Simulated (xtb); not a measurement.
OZr (SMILES [O]=[Zr]), singlet, at a GFN2-xTB geometry (such geometries of metal compounds can be far from the true shape).

Here is a job for xtb.
```
$ xtb coord --gfn 2 --json

# file coord
$coord
     -0.0000000000      -0.0000000000      -0.5517373462  zr
      0.0000000000       0.0000000000       2.7586866931  o
$end
```

What does this run give for the HOMO-LUMO gap, partial charges in atom order, dipole moment?


The HOMO-LUMO gap is 1.66 eV. The partial charges in atom order is Zr1 0.52, O2 -0.52 and the dipole moment comes out as 7.61 D.
